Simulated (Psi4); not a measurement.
methylsilane (CH6Si), singlet, at a GFN2-xTB geometry; Psi4 with MP4/cc-pVDZ.

Input for Psi4:
```
memory 2 GB

molecule {
0 1
C    -0.01298196    0.00392095   -1.25022897
Si    0.00669850   -0.00202315    0.64510011
H    -0.01147190   -1.00712268   -1.64830101
H    -0.89650587    0.50641306   -1.63436438
H     0.85673226    0.51618733   -1.65253877
H     0.00413621    1.37681588    1.13946736
H    -1.17977102   -0.70041180    1.14524608
H     1.21099302   -0.68708334    1.12046299
}

set {
  basis cc-pvdz
  freeze_core true
}

energy('mp4')
print_variables()
```

It wrote (shortened):

```
   => Loading Basis Set <=

    Name: CC-PVDZ
    Role: ORBITAL
    Keyword: BASIS

         ---------------------------------------------------------
                                   SCF
               by Justin Turney, Rob Parrish, Andy Simmonett
                          and Daniel G. A. Smith
                              RHF Reference
         ---------------------------------------------------------

  ==> Geometry <==

    Molecular point group: c1
    Full point group: C1

    Geometry (in Angstrom), charge = 0, multiplicity = 1:

       Center              X                  Y                   Z               Mass
    ------------   -----------------  -----------------  -----------------  -----------------
         C           -0.013321094920     0.004023377723    -1.282889636713    12.000000000000
         SI           0.006359365080    -0.001920722277     0.612439443287    27.976926534650
         H           -0.011811034920    -1.007020252277    -1.680961676713     1.007825032230
         H           -0.896845004920     0.506515487723    -1.667025046713     1.007825032230
         H            0.856393125080     0.516289757723    -1.685199436713     1.007825032230
         H            0.003797075080     1.376918307723     1.106806693287     1.007825032230
         H           -1.180110154920    -0.700309372277     1.112585413287     1.007825032230
         H            1.210653885080    -0.686980912277     1.087802323287     1.007825032230

  Running in c1 symmetry.

  Rotational constants: A =      1.90275  B =      0.35972  C =      0.35972 [cm^-1]
  Rotational constants: A =  57043.07785  B =  10784.20754  C =  10784.20754 [MHz]
  Nuclear repulsion =   62.768125584688484

  Charge       = 0
  Multiplicity = 1
  Electrons    = 26
  Nalpha       = 13
  Nbeta        = 13

  ==> Algorithm <==

  SCF Algorithm Type is PK.
  DIIS enabled.
  MOM disabled.
  Fractional occupation disabled.
  Guess Type is SAD.
  Energy threshold   = 1.00e-08
  Density threshold  = 1.00e-08
  Integral threshold = 1.00e-12

  ==> Primary Basis <==

  Basis Set: CC-PVDZ
    Blend: CC-PVDZ
    Number of shells: 32
    Number of basis functions: 62
    Number of Cartesian functions: 64
    Spherical Harmonics?: true
    Max angular momentum: 2

  ==> Integral Setup <==

  Using in-core PK algorithm.
   Calculation information:
      Number of atoms:                   8
      Number of AO shells:              32
      Number of primitives:            102
      Number of atomic orbitals:        64
      Number of basis functions:        62

      Integral cutoff                 1.00e-12
      Number of threads:                 1

  Performing in-core PK
  Using 3816162 doubles for integral storage.
  We computed 139638 shell quartets total.
  Whereas there are 139656 unique shell quartets.

  ==> DiskJK: Disk-Based J/K Matrices <==

    J tasked:                  Yes
    K tasked:                  Yes
    wK tasked:                  No
    Schwarz Cutoff:          1E-12

  Minimum eigenvalue in the overlap matrix is 8.9639209760E-03.
  Reciprocal condition number of the overlap matrix is 1.7621437822E-03.
    Using symmetric orthogonalization.

  ==> Pre-Iterations <==

  SCF Guess: Superposition of Atomic Densities via on-the-fly atomic UHF (no occupation information).

   -------------------------
    Irrep   Nso     Nmo
   -------------------------
     A         62      62
   -------------------------
    Total      62      62
   -------------------------

  ==> Iterations <==

                        Total Energy        Delta E     RMS |[F,P]|

   @RHF iter SAD:  -329.67990758148738   -3.29680e+02   0.00000e+00
   @RHF iter   1:  -330.22263384154570   -5.42726e-01   4.91850e-03 DIIS/ADIIS
   @RHF iter   2:  -330.27958688381256   -5.69530e-02   2.07053e-03 DIIS/ADIIS
   @RHF iter   3:  -330.28946739106664   -9.88051e-03   4.42475e-04 DIIS/ADIIS
   @RHF iter   4:  -330.29047132253061   -1.00393e-03   5.43231e-05 DIIS
[...]
  @RHF Final Energy:  -330.29048709396687
    Total Energy =                       -330.2904870939668740
[...]
        *                                                        *
        **********************************************************

        CC integral sort will use                     68.69 mb

        Number of (ab|cd) temporary files:                2
        Number of (ab|ci) temporary files:                3
        Starting temporary file number:                 270

        *****************************************************
        *                                                   *
        *                        MP4                        *
        *                  Eugene DePrince                  *
        *                                                   *
        *****************************************************

  ==> Input parameters <==

        Freeze core orbitals?                 yes
        Use frozen natural orbitals?           no
        r_convergence:                  1.000e-07
        e_convergence:                  1.000e-06
        Number of DIIS vectors:                 8
        Number of frozen core orbitals:         6
        Number of active occupied orbitals:     7
        Number of active virtual orbitals:     49
        Number of frozen virtual orbitals:      0

  ==> Memory <==

        minimum memory requirements for QCISD =         2.74 mb
        (T) algorithm:                                  1.94 mb (low-memory)
        memory requirements for QCISD(T) =              1.94 mb

  ==> Define tiling <==

        v(ab,cd) diagrams will be evaluated in   1 blocks.
        v(ab,ci) diagrams will be evaluated in   1 blocks over ov2.
        v(ab,ci) diagrams will be evaluated in   1 blocks over ov.

  Allocate cpu memory (    14.19 mb).....done.
  Initialize cpu memory..................done.

  ==> MP4(SDQ) <==

        OS MP2 correlation energy:            -0.212400727947
        SS MP2 correlation energy:            -0.046268990739
        MP2 correlation energy:               -0.258669718685
      * MP2 total energy:                   -330.549156812652

        OS MP2.5 correlation energy:          -0.230009173568
        SS MP2.5 correlation energy:          -0.046811546474
        MP2.5 correlation energy:             -0.276820720042
      * MP2.5 total energy:                 -330.567307814009

        OS MP3 correlation energy:            -0.247617619189
        SS MP3 correlation energy:            -0.047354102210
        MP3 correlation energy:               -0.294971721399
      * MP3 total energy:                   -330.585458815366

        OS MP4(SDQ) correlation energy:       -0.254149360893
        SS MP4(SDQ) correlation energy:       -0.043446182817
        MP4(SDQ) correlation energy:          -0.300620807405
      * MP4(SDQ) total energy:              -330.591107901371

        ==> Resort (ov|vv) integrals for low-memory (T) computation <==

        *******************************************************
        *                                                     *
        *                       MP4(T)                        *
        *                                                     *
        *******************************************************

        Using low-memory algorithm.

        num_threads:                      1
        memory requirements:        1.94 mb

        Number of abc combinations: 20825

        Computing (T) correction...

        % complete  total time
              10.0
              20.0
              30.0
              40.0
              50.0
              60.0
              70.0
              80.0
              90.0

        MP4(T) correlation energy:              -0.005723047097

        MP4(SDTQ) correlation energy:           -0.306343854502
      * MP4(SDTQ) total energy:               -330.596830948469

  Variable Map:
  ----------------------------------------------------------------------------
[...]
  Array Variable Map:
  ----------------------------------------------------------------------------
[...]
[...]
```
